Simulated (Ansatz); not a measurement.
CH9GeNSi can be A, `[NH2][GeH2][CH2][SiH3]`, or B, `N[CH]([SiH3])[GeH3]`.

Gas-phase electronic energies from Ansatz, PBE0-D4/def2-TZVP geometries. CBS: MP2 limit from def2 TZ/QZ plus the TZ coupled-cluster correction, frozen cores. Functionals use def2-TZVPP. B3LYP here is the variant with VWN-RPA as its local correlation; programs differ in this. For Ge outer-core shells are correlated without core-valence functions, which leaves a few kJ/mol of doubt a bond. Scalar relativity is left out up to krypton. One conformer a species, not always the lowest.

(1) Which isomer does CCSD(T)/CBS put lower? Give the gap. (An estimate is asked.)

(2) Give E(B) − E(A) in kJ/mol with PBE-D4, PBE0-D4, B2PLYP, CCSD/def2-TZVPP, B3LYP, MP2/def2-TZVPP, B3LYP-D4. (Estimate.)

Largest T1 diagnostic: 0.011.

Results:

(1) Ansatz gave: A, by 105.1 kJ/mol.

(2) The calculation gave: PBE-D4 95.1, PBE0-D4 99.6, B2PLYP 106.2, CCSD/def2-TZVPP 107.7, B3LYP 101.8, MP2/def2-TZVPP 112.0, B3LYP-D4 100.7. None reverses the order clearly.

From PBE to PBE0 (25 % exact exchange), in def2-TZVPP and without D4, E(B) − E(A) moves by +4.3 kJ/mol.
